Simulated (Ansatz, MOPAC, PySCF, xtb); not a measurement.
Pair of molecules: NH3 (SMILES N) (first 4 atoms) with PH3 (SMILES P); geometry from B3LYP-D3(BJ)/def2-TZVP, rigid monomers moved along the line of their centres of mass till N1···P5 is 4.51 Å.
(charge 0, multiplicity 1):
```xyz
8

N     -0.064    -0.116     0.076
H     -0.906    -0.681     0.077
H     -0.342     0.836    -0.131
H      0.520    -0.439    -0.686
P     -0.063     0.657     4.522
H      1.182     1.157     4.074
H      0.296     0.729     5.898
H      0.325    -0.698     4.395
```

| level | interaction energy (meV) | minus CCSD(T)/CBS(aug-cc-pV(D+d)Z, aug-cc-pV(T+d)Z) | cost |
|---|---|---|---|
| GFN-FF | -23.5 | 3.1 | - |
| AM1 | -3.0 | 23.6 | - |
| PM6 | -12.3 | 14.3 | - |
| PM7 | -63.0 | -36.3 | - |
| HF/6-31G* | -20.4 | 6.3 | - |
| HF/6-31G* (no counterpoise) | -30.7 | -4.1 | - |
| HF/aug-cc-pV(D+d)Z | -16.7 | 9.9 | - |
| PBE/def2-TZVPPD | -21.7 | 4.9 | ×1 |
| PBE-D4/def2-TZVPPD | -31.7 | -5.1 | ×1 |
| BP86/6-31G* (no counterpoise) | -27.2 | -0.5 | - |
| r2SCAN/def2-TZVPPD | -20.6 | 6.0 | ×1 |
| B3LYP/6-311+G** (no counterpoise) | -17.0 | 9.6 | - |
| B3LYP-D3(BJ)/def2-TZVPPD | -23.9 | 2.7 | ×2 |
| PBE0/def2-TZVPPD | -19.6 | 7.0 | ×2 |
| PBE0-D4/def2-TZVPPD | -29.9 | -3.3 | ×2 |
| M06-2X/6-31G* (no counterpoise) | -40.3 | -13.7 | - |
| wB97X-V/def2-TZVPPD | -27.3 | -0.7 | ×3 |
| MP2/CBS(aug-cc-pV(D+d)Z, aug-cc-pV(T+d)Z) | -26.8 | -0.2 | - |
| SCS-MP2/aug-cc-pV(D+d)Z | -23.6 | 3.0 | - |
| CCSD(T)/CBS(aug-cc-pV(D+d)Z, aug-cc-pV(T+d)Z) | -26.6 | 0.0 | ×300* |

 The comparison column counts from a level with limits of its own.

The rows run from -63.0 (PM7) to -3.0 meV (AM1). The dispersion term adds -10.0 in PBE-D4, -10.3 in PBE0-D4. The 4 functionals in def2-TZVPPD without D3 or D4 span 7.7, from wB97X-V to PBE0.

Monomers are frozen at their geometry in the pair; levels with a basis set take the counterpoise correction. Rows marked so take none.

Frozen-core correlation. CBS(a, b) extrapolates the correlation energy as X⁻³ and adds the Hartree–Fock energy of set b. Rows in 6-311+G**, 6-31G* carry no dispersion term and start afresh at each structure (6-31G* with six Cartesian d functions). The state that AM1, PM6, PM7 reach isn't checked; PM7 holds dispersion and hydrogen-bond terms.

Programs: Ansatz (an electronic-structure program) with Gaussian orbitals; MOPAC for AM1, PM6, PM7 (differences of heats of formation); PySCF for 6-311+G** rows, 6-31G* rows, the dispersion terms; xtb for the GFN methods. Values without a source in brackets are computed.

Costs are rough ratios of core time to PBE/def2-TZVPPD (about 4 s over the structures, on one shared machine); a dash marks a level with no comparable run of its own. A star marks coupled-cluster runs past 200 virtual orbitals, where the program's memory plan changes under this machine's limit, so their costs aren't comparable with smaller runs.
